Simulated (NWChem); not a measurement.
System: Si3H7 cation

```xyz
10

Si     0.4496    -1.8727    -0.0593
Si    -1.0205    -0.0942    -0.1736
Si     0.4554     1.7759     0.1443
H      0.8811    -2.5007     1.2186
H      1.2311    -2.3674    -1.2248
H     -1.6140    -0.1439    -1.5382
H     -1.9752    -0.2807     0.9536
H     -0.4853     2.9264     0.0523
H      1.4573     1.7437    -0.9542
H      1.0758     1.6253     1.4874
```
Atoms are numbered in this order, from 1.

Computed with NWChem. Pople sets run with spherical d functions. All runs use the structure optimised with PBE0/def2-SVP. Atomic charges in e: unrestrained fits to the electrostatic potential beside Mulliken populations; buried atoms are poorly determined by the fit.

Question: What does the run give for Hartree-Fock/6-31G*? Quantities: ESP Si1; Mulliken Si1; ESP Si2; Mulliken Si2; ESP Si3; Mulliken Si3; relative RMS misfit of the potential (%).

Answer: 
| Quantity | Value |
|---|---|
| ESP Si1 | 0.85 |
| Mulliken Si1 | 0.68 |
| ESP Si2 | 0.07 |
| Mulliken Si2 | 0.19 |
| ESP Si3 | 0.45 |
| Mulliken Si3 | 0.45 |
| relative RMS misfit of the potential (%) | 4 |
